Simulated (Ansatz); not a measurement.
Be₂I₅⁻. Charge -1, multiplicity 1. Geometry r2SCAN-D4/def2-SVPD; atoms count from 1.

```xyz
7

Be   -0.067    1.108   -0.591
Be    0.067   -1.108    0.591
I     1.051    0.950    1.660
I     0.191   -3.141    1.676
I    -2.178   -0.124    0.016
I     1.128   -0.826   -1.675
I    -0.191    3.140   -1.676
```

In the def2 sets I takes a core potential; there is no spin–orbit coupling. The structure comes from a short search, and lower isomers may exist.

Question: Estimate the Mulliken populations from the PBE0/def2-TZVPD orbitals of Ansatz.

Answer: 
| atom | charge (e) |
| --- | --- |
| Be1 | 0.37 |
| Be2 | 0.37 |
| I3 | -0.31 |
| I4 | -0.41 |
| I5 | -0.31 |
| I6 | -0.31 |
| I7 | -0.41 |
Mulliken values depend strongly on the basis. With diffuse functions, as here, like atoms can get unlike values, and bond orders can come out too low or too high.

Question: And the Mayer bond orders between heavy atoms (over 0.3)?

Answer: Be1–I3 0.52 (2.52 Å); Be1–I5 0.52 (2.52 Å); Be1–I6 0.52 (2.52 Å); Be1–I7 0.96 (2.31 Å); Be2–I3 0.52 (2.52 Å); Be2–I4 0.96 (2.31 Å); Be2–I5 0.52 (2.52 Å); Be2–I6 0.52 (2.52 Å).
